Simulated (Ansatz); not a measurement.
A short molecular-dynamics run on `CC(Cl)[SiH2]O`.

```yaml
crystal:
  periodic: [false, false, false]
  atoms:
    - {symbol: C, position_ang: [-1.553465, 0.253926, -0.585560]}
    - {symbol: C, position_ang: [-0.045130, 0.170892, -0.641049]}
    - {symbol: Cl, position_ang: [0.673168, 1.827731, -0.757164]}
    - {symbol: Si, position_ang: [0.756008, -0.607881, 0.880166]}
    - {symbol: O, position_ang: [2.393196, -0.548007, 0.783037]}
    - {symbol: H, position_ang: [-1.957810, 0.762020, -1.463492]}
    - {symbol: H, position_ang: [-1.888521, 0.790721, 0.304285]}
    - {symbol: H, position_ang: [-1.973794, -0.756230, -0.553681]}
    - {symbol: H, position_ang: [0.282919, -0.339654, -1.548986]}
    - {symbol: H, position_ang: [0.399069, -2.046257, 0.957100]}
    - {symbol: H, position_ang: [0.222355, 0.121701, 2.061750]}
    - {symbol: H, position_ang: [2.769108, 0.315736, 0.597593]}
basis:
  gaussian: {orbitals: "6-31G*"}
hamiltonian: {xc: {name: BLYP}, dispersion: d3bjatm}
md: {timestep: 0.5 fs, n_steps: 30, ensemble: nvt_langevin, temperature: 1000, initial_velocities: maxwell_boltzmann, friction: 0.01, seed: 483}
```

```sh
$ ansatz run in.yaml --threads 4 --pin off --events-out ev --progress --plain --max-ram 10444MiB
```

```
step  time (fs)  potential energy (eV)  kinetic (eV)  T (K)  conserved (eV)
   0        0.0            -24633.9446        1.4219    917               –
   1        0.5            -24633.8834        1.3391    863               –
   2        1.0            -24633.7401        1.2119    781               –
   3        1.5            -24633.5727        1.0788    696               –
   4        2.0            -24633.4335        0.9414    607               –
   5        2.5            -24633.3325        0.8642    557               –
   6        3.0            -24633.2571        0.8433    544               –
   7        3.5            -24633.1925        0.7396    477               –
   8        4.0            -24633.1387        0.6329    408               –
   9        4.5            -24633.0947        0.5888    380               –
  10        5.0            -24633.0602        0.6058    391               –
  11        5.5            -24633.0518        0.6347    409               –
  12        6.0            -24633.0837        0.6708    432               –
  13        6.5            -24633.1469        0.7927    511               –
  14        7.0            -24633.2277        0.8475    546               –
  15        7.5            -24633.3101        0.9457    610               –
  16        8.0            -24633.3713        0.9350    603               –
  17        8.5            -24633.4065        0.9519    614               –
  18        9.0            -24633.4227        1.0276    663               –
  19        9.5            -24633.4282        0.9883    637               –
  20       10.0            -24633.4280        1.0328    666               –
  21       10.5            -24633.4393        1.0357    668               –
  22       11.0            -24633.4620        1.0421    672               –
  23       11.5            -24633.4712        1.0708    690               –
  24       12.0            -24633.4444        1.0134    653               –
  25       12.5            -24633.3736        0.9943    641               –
  26       13.0            -24633.2765        0.9797    632               –
  27       13.5            -24633.1903        0.9191    593               –
  28       14.0            -24633.1590        0.8863    571               –
  29       14.5            -24633.1868        1.0172    656               –
  30       15.0            -24633.2458        1.0180    656               –
```

Velocities are drawn at the set temperature; a run this short doesn't reach equilibrium.

Frames (Å, forces in eV/Å):

```xyz
12
time=0.0 fs
C    -1.553    0.254   -0.586   -0.244   -0.008   -0.003
C    -0.045    0.171   -0.641   -0.059   -0.567   -0.004
Cl    0.673    1.828   -0.757    0.438    1.043   -0.135
Si    0.756   -0.608    0.880   -0.643   -0.158    0.326
O     2.393   -0.548    0.783    0.739   -0.839    0.091
H    -1.958    0.762   -1.463   -0.166    0.156   -0.273
H    -1.889    0.791    0.304   -0.118    0.162    0.268
H    -1.974   -0.756   -0.554   -0.141   -0.314    0.005
H     0.283   -0.340   -1.549    0.062   -0.188   -0.269
H     0.399   -2.046    0.957   -0.041   -0.179    0.003
H     0.222    0.122    2.062   -0.144    0.087    0.154
H     2.769    0.316    0.598    0.317    0.806   -0.164
12
time=1.0 fs
C    -1.551    0.262   -0.584   -0.680   -1.703   -1.302
C    -0.046    0.173   -0.647   -0.310   -0.002    0.798
Cl    0.674    1.830   -0.759    0.492    1.130   -0.102
Si    0.757   -0.612    0.879   -1.197    0.499    1.040
O     2.395   -0.551    0.790   -0.179   -2.721    0.654
H    -1.991    0.771   -1.485    0.209   -0.331    0.601
H    -1.860    0.744    0.308   -0.555    0.873    1.129
H    -1.957   -0.811   -0.519    0.277    1.073   -0.258
H     0.263   -0.300   -1.544    0.430   -0.780   -1.176
H     0.379   -2.042    0.946   -0.018   -0.221    0.075
H     0.181    0.186    2.099    0.321   -0.563   -0.735
H     2.737    0.277    0.563    1.209    2.746   -0.725
12
time=2.0 fs
C    -1.550    0.268   -0.582   -0.879   -2.662   -2.046
C    -0.047    0.175   -0.652   -0.481    0.421    1.373
Cl    0.674    1.833   -0.761    0.526    1.170   -0.076
Si    0.759   -0.617    0.879   -1.598    1.053    1.412
O     2.395   -0.555    0.797   -0.183   -2.757    0.815
H    -2.023    0.773   -1.503    0.504   -0.641    1.237
H    -1.843    0.703    0.320   -0.811    1.292    1.618
H    -1.933   -0.854   -0.488    0.394    1.832   -0.500
H     0.245   -0.270   -1.547    0.685   -1.172   -1.814
H     0.362   -2.037    0.933   -0.015   -0.308    0.146
H     0.144    0.249    2.133    0.626   -1.031   -1.278
H     2.720    0.264    0.523    1.231    2.803   -0.888
12
time=3.0 fs
C    -1.550    0.271   -0.581   -1.102   -2.906   -1.696
C    -0.048    0.177   -0.655   -0.441    0.496    1.208
Cl    0.676    1.837   -0.763    0.541    1.189   -0.041
Si    0.760   -0.622    0.878   -1.852    1.499    1.528
O     2.395   -0.560    0.804    0.640   -0.935    0.243
H    -2.049    0.770   -1.514    0.697   -0.812    1.616
H    -1.836    0.680    0.347   -0.745    1.202    1.190
H    -1.905   -0.887   -0.459    0.358    2.250   -0.697
H     0.235   -0.245   -1.566    0.675   -1.191   -1.707
H     0.347   -2.031    0.920   -0.026   -0.432    0.205
H     0.112    0.303    2.157    0.799   -1.317   -1.542
H     2.720    0.278    0.472    0.453    0.955   -0.306
12
time=4.0 fs
C    -1.552    0.273   -0.581   -1.231   -2.752   -0.614
C    -0.048    0.178   -0.657   -0.233    0.298    0.393
Cl    0.678    1.842   -0.765    0.550    1.176   -0.014
Si    0.762   -0.627    0.877   -1.998    1.709    1.497
O     2.394   -0.564    0.809    1.466    0.844   -0.536
H    -2.070    0.762   -1.514    0.772   -0.842    1.737
H    -1.834    0.668    0.386   -0.493    0.858    0.190
H    -1.870   -0.903   -0.435    0.193    2.365   -0.836
H     0.232   -0.233   -1.599    0.451   -0.892   -0.914
H     0.334   -2.033    0.909   -0.008   -0.421    0.242
H     0.094    0.342    2.168    0.865   -1.469   -1.632
H     2.730    0.300    0.417   -0.335   -0.873    0.488
12
time=5.0 fs
C    -1.553    0.272   -0.580   -1.183   -2.457    0.646
C    -0.049    0.180   -0.660    0.051   -0.023   -0.586
Cl    0.681    1.847   -0.767    0.543    1.116   -0.005
Si    0.763   -0.632    0.877   -2.101    1.741    1.367
O     2.395   -0.569    0.813    1.960    1.842   -1.096
H    -2.084    0.744   -1.500    0.702   -0.709    1.570
H    -1.835    0.667    0.427   -0.226    0.489   -0.828
H    -1.836   -0.900   -0.419   -0.020    2.215   -0.888
H     0.231   -0.236   -1.636    0.167   -0.469    0.108
H     0.323   -2.043    0.900    0.038   -0.279    0.264
H     0.086    0.366    2.163    0.886   -1.550   -1.619
H     2.741    0.312    0.370   -0.817   -1.916    1.068
12
time=6.0 fs
C    -1.554    0.268   -0.578   -0.927   -2.055    1.906
C    -0.050    0.181   -0.664    0.310   -0.237   -1.209
Cl    0.683    1.853   -0.771    0.508    0.977   -0.018
Si    0.763   -0.637    0.878   -2.169    1.708    1.181
O     2.395   -0.575    0.814    2.058    2.071   -1.320
H    -2.093    0.716   -1.469    0.454   -0.389    1.041
H    -1.838    0.673    0.465    0.004    0.169   -1.619
H    -1.806   -0.880   -0.410   -0.262    1.736   -0.837
H     0.230   -0.249   -1.667   -0.022   -0.115    0.823
H     0.313   -2.055    0.893    0.087   -0.109    0.284
H     0.085    0.379    2.138    0.887   -1.595   -1.537
H     2.740    0.303    0.333   -0.927   -2.161    1.305
12
time=7.0 fs
C    -1.554    0.261   -0.573   -0.274   -1.411    2.998
C    -0.050    0.182   -0.668    0.534   -0.385   -1.546
Cl    0.685    1.859   -0.774    0.449    0.802   -0.035
Si    0.764   -0.641    0.880   -2.161    1.601    0.934
O     2.398   -0.580    0.814    1.824    1.698   -1.201
H    -2.096    0.683   -1.426   -0.036    0.141    0.129
H    -1.835    0.679    0.490    0.122   -0.026   -2.012
H    -1.783   -0.841   -0.408   -0.550    0.707   -0.651
H     0.231   -0.266   -1.688   -0.153    0.168    1.269
H     0.306   -2.068    0.884    0.125    0.060    0.307
H     0.099    0.374    2.098    0.844   -1.583   -1.376
H     2.727    0.272    0.309   -0.724   -1.773    1.183
12
time=8.0 fs
C    -1.555    0.254   -0.565    0.620   -0.170    3.621
C    -0.049    0.179   -0.672    0.669   -0.373   -1.544
Cl    0.688    1.865   -0.776    0.377    0.606   -0.048
Si    0.763   -0.646    0.884   -1.984    1.402    0.580
O     2.401   -0.584    0.815    1.294    0.788   -0.712
H    -2.100    0.654   -1.383   -0.581    0.716   -0.865
H    -1.833    0.684    0.498    0.168   -0.119   -2.032
H    -1.769   -0.791   -0.418   -0.930   -1.059   -0.297
H     0.234   -0.282   -1.692   -0.210    0.311    1.351
H     0.298   -2.080    0.875    0.161    0.213    0.335
H     0.124    0.355    2.046    0.714   -1.461   -1.073
H     2.711    0.226    0.298   -0.298   -0.854    0.685
12
time=9.0 fs
C    -1.554    0.247   -0.554    1.353    1.406    3.508
C    -0.050    0.176   -0.676    0.786   -0.292   -1.284
Cl    0.691    1.871   -0.779    0.296    0.416   -0.057
Si    0.761   -0.651    0.888   -1.578    1.106    0.030
O     2.406   -0.588    0.815    0.424   -0.830    0.335
H    -2.107    0.634   -1.351   -0.901    1.097   -1.488
H    -1.828    0.691    0.489    0.138   -0.149   -1.731
H    -1.763   -0.753   -0.436   -1.314   -2.996    0.089
H     0.237   -0.295   -1.682   -0.220    0.343    1.166
H     0.294   -2.087    0.870    0.154    0.248    0.356
H     0.160    0.324    1.985    0.444   -1.129   -0.539
H     2.691    0.173    0.299    0.418    0.779   -0.385
12
time=10.0 fs
C    -1.554    0.241   -0.541    1.506    2.332    2.444
C    -0.048    0.172   -0.682    0.691   -0.103   -0.702
Cl    0.694    1.877   -0.781    0.215    0.236   -0.067
Si    0.759   -0.657    0.891   -0.838    0.679   -0.876
O     2.411   -0.591    0.815   -0.517   -2.616    1.623
H    -2.123    0.628   -1.337   -0.682    1.070   -1.319
H    -1.820    0.697    0.467    0.002   -0.079   -1.097
H    -1.770   -0.741   -0.459   -1.474   -3.921    0.308
H     0.234   -0.302   -1.662   -0.106    0.214    0.651
H     0.293   -2.081    0.866    0.086    0.077    0.373
H     0.201    0.279    1.920   -0.031   -0.450    0.348
H     2.677    0.128    0.301    1.148    2.560   -1.687
12
time=11.0 fs
C    -1.552    0.235   -0.527    1.029    1.580    0.608
C    -0.047    0.170   -0.687    0.487    0.133    0.149
Cl    0.697    1.884   -0.784    0.131    0.061   -0.080
Si    0.756   -0.663    0.894    0.124   -0.049   -2.156
O     2.417   -0.595    0.813   -0.874   -3.076    2.035
H    -2.142    0.627   -1.337   -0.138    0.772   -0.694
H    -1.811    0.702    0.431   -0.252    0.204    0.005
H    -1.790   -0.762   -0.480   -1.208   -3.040    0.367
H     0.227   -0.308   -1.634    0.100   -0.039   -0.131
H     0.296   -2.074    0.865   -0.004   -0.149    0.374
H     0.241    0.231    1.858   -0.706    0.615    1.615
H     2.677    0.108    0.289    1.311    2.988   -2.090
12
time=12.0 fs
C    -1.549    0.229   -0.513    0.268   -0.316   -1.467
C    -0.046    0.169   -0.691    0.233    0.358    1.078
Cl    0.701    1.891   -0.787    0.045   -0.121   -0.104
Si    0.753   -0.669    0.897    1.081   -0.863   -3.456
O     2.421   -0.599    0.813   -0.445   -1.643    1.014
H    -2.163    0.633   -1.340    0.435    0.384   -0.028
H    -1.804    0.708    0.396   -0.564    0.621    1.296
H    -1.818   -0.813   -0.497   -0.620   -1.014    0.421
H     0.220   -0.320   -1.605    0.333   -0.317   -0.963
H     0.305   -2.072    0.864   -0.095   -0.340    0.361
H     0.264    0.187    1.817   -1.377    1.729    2.884
H     2.686    0.117    0.259    0.706    1.521   -1.035
12
time=13.0 fs
C    -1.546    0.222   -0.500   -0.386   -1.961   -3.137
C    -0.044    0.169   -0.697   -0.051    0.543    1.977
Cl    0.704    1.899   -0.791   -0.042   -0.303   -0.137
Si    0.750   -0.675    0.898    1.610   -1.286   -4.132
O     2.424   -0.606    0.813    0.219    0.223   -0.414
H    -2.181    0.647   -1.338    0.856    0.009    0.435
H    -1.798    0.717    0.370   -0.809    0.988    2.343
H    -1.853   -0.874   -0.507   -0.021    0.831    0.504
H     0.212   -0.336   -1.581    0.559   -0.587   -1.711
H     0.316   -2.081    0.870   -0.125   -0.348    0.328
H     0.267    0.157    1.807   -1.707    2.268    3.499
H     2.705    0.143    0.223   -0.103   -0.376    0.446
12
time=14.0 fs
C    -1.543    0.214   -0.489   -1.061   -2.511   -3.685
C    -0.043    0.169   -0.703   -0.147    0.489    2.373
Cl    0.708    1.906   -0.796   -0.129   -0.475   -0.157
Si    0.748   -0.681    0.898    1.552   -0.849   -3.701
O     2.429   -0.614    0.814    0.616    1.471   -1.386
H    -2.192    0.660   -1.336    1.132   -0.296    0.758
H    -1.796    0.735    0.366   -0.778    0.883    2.394
H    -1.893   -0.928   -0.510    0.457    1.983    0.575
H     0.213   -0.354   -1.570    0.611   -0.622   -1.925
H     0.329   -2.097    0.881   -0.126   -0.261    0.287
H     0.254    0.149    1.831   -1.455    1.831    3.002
H     2.725    0.170    0.192   -0.670   -1.643    1.464
12
time=15.0 fs
C    -1.541    0.202   -0.481   -1.819   -1.840   -2.896
C    -0.043    0.169   -0.705    0.061    0.001    1.923
Cl    0.711    1.913   -0.800   -0.225   -0.638   -0.157
Si    0.747   -0.689    0.897    1.137    0.128   -2.488
O     2.436   -0.621    0.814    0.650    1.969   -1.776
H    -2.197    0.676   -1.327    1.273   -0.551    0.905
H    -1.805    0.758    0.387   -0.388    0.160    1.360
H    -1.928   -0.959   -0.501    0.764    2.457    0.553
H     0.223   -0.379   -1.578    0.393   -0.192   -1.294
H     0.341   -2.116    0.896   -0.106   -0.136    0.232
H     0.225    0.156    1.886   -0.803    0.795    1.749
H     2.743    0.181    0.174   -0.937   -2.153    1.890
```

Hardware: 4 threads of an Arm Neoverse V2 on a shared host. Wall time 39 s, peak host memory 0.55 GiB.
